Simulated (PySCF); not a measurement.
## Radial density of Ta⁺ (tantalum, charge +1)

UHF, [Xe] 4f14 5d3 6s1, high-spin 5F determinant. All numbers are calculated (PySCF 2.14, scalar relativity by spin-free X2C-1e, in x2c-TZVPPall (11s7p7d3f1g, 97 functions)).

| r (bohr) | 4πr²ρ (e/bohr) | 4πr²(ρα − ρβ) |
| --- | --- | --- |
| 0.0139 | 100.6 | -0.0001 |
| 0.0234 | 87.49 | -0.0047 |
| 0.0394 | 112.7 | 0.0045 |
| 0.0663 | 129.4 | 0.0568 |
| 0.112 | 103.2 | 0.1251 |
| 0.188 | 113.4 | -0.0023 |
| 0.316 | 61.30 | 0.1126 |
| 0.531 | 62.65 | 0.0346 |
| 0.893 | 20.22 | 0.4057 |
| 1.50 | 7.892 | 1.7346 |
| 2.53 | 1.614 | 1.3184 |
| 4.25 | 0.3082 | 0.3067 |
| 7.15 | 0.003589 | 0.0036 |

Densities and radii are taken from the X2C orbitals without a picture-change correction, which distorts them close to the nucleus.

Spin-orbit coupling, absent here, splits the open shell strongly.

(1) Where is the radial spin density 4πr²(ρα − ρβ) most negative, and why is it negative at all?

## Answers

(1) Around r = 0.0234 bohr, down to -0.0047 e/bohr: exchange with the open shell polarises the paired shells in an unrestricted calculation.
